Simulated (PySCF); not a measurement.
Isomers of C5H10S2. Computed with PySCF, PBE0-D3(BJ)/def2-SVP geometry optimisation, gas phase. Energies are electronic, without zero-point or thermal terms, for one conformer each. No frequencies were run at this level. Point groups hold within 0.08 Å.

Question: Order them by energy at this level, lowest first, and give relative energies in kcal/mol.
A. `[CH3:1][C@H:2]1[CH2:3][CH2:4][S:5][CH2:6][S:7]1` with C1–C2–C3–C4 -174°, C2–C3–C4–S5 -67°, C3–C4–S5–C6 58°, C4–S5–C6–S7 -61°
B. `[CH3:1][C@@H:2]1[CH2:3][CH2:4][CH2:5][S:6][S:7]1` with C1–C2–C3–C4 -64°, C2–C3–C4–C5 -61°, C3–C4–C5–S6 64°, C4–C5–S6–S7 -63°
C. `[CH3:1][CH2:2][CH:3]1[S:4][CH2:5][CH2:6][S:7]1` with C1–C2–C3–S4 -65°, C2–C3–S4–C5 -93°, C3–S4–C5–C6 -49°, S4–C5–C6–S7 48°, C5–C6–S7–C3 -24°

Answer: B (0.0), A (6.1), C (6.9).

Neighbours under 2.5 kcal/mol apart (C[C@H]1CCSCS1 and CCC1SCCS1) can change places with a better method, another conformer or zero-point energy.

| SMILES | E (Eh) | E rel (kcal/mol) | dipole (D) | point group | A, B, C (MHz) |
| --- | --- | --- | --- | --- | --- |
| C[C@@H]1CCCSS1 | -992.06191 | 0.0 | 2.66 | C1 | 2202, 1910, 1363 |
| C[C@H]1CCSCS1 | -992.05226 | 6.1 | 2.18 | C1 | 2925, 1495, 1066 |
| CCC1SCCS1 | -992.05085 | 6.9 | 1.19 | C1 | 2650, 1509, 1100 |
